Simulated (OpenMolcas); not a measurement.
Nb4+ among 4 point charges of -0.98 e arranged as a square (D4h), 2.08 Å from the ion.
```
   2.0800    0.0000    0.0000  -0.98
   0.0000    2.0800    0.0000  -0.98
  -2.0800    0.0000    0.0000  -0.98
   0.0000   -2.0800    0.0000  -0.98
```

```
Program             : OpenMolcas 26.06
Method              : CASSCF
Basis               : ANO-RCC-VDZP [6s5p3d1f]
Scalar Hamiltonian  : DKH2, point nucleus
Active space        : 1 electron in 5 orbitals (4d)
State averaging     : 2S+1 = 2 even, 5 roots
Spin-orbit coupling : state interaction with AMFI integrals over the reference wave functions
```

(1) What is the spin-free ground state (labels of D4, the rotations of D4h)?

(2) Where is the first state of the same spin?

(3) What are the lowest two levels with spin-orbit coupling?

(4) What is χT at 300 K, and how does it compare with the textbook value?

Answers

(1) 2A1, 1-fold in its orbital part, 100 % from free-ion D terms; it has the highest spin that d1 allows.

(2) 2E at 1540 cm-1 above the ground state.

(3) A 2-fold level E1/2 with g = 0.44, 0.44, 1.57, then a 2-fold level E1/2 2094 cm-1 above it. Their leading multiplicities are 2 (100 %) and 2 (100 %).

(4) The lowest level has 2S+1 = 2, for which the spin-only value is χT = S(S+1) / 2 = 0.375 cm3 K/mol (g = 2). The computed 0.174 at 300 K differs by -0.201, through orbital momentum, spin-orbit coupling and any other state in reach.

This is an electrostatic model: the charges have no orbitals. No measured value stands beside these numbers.
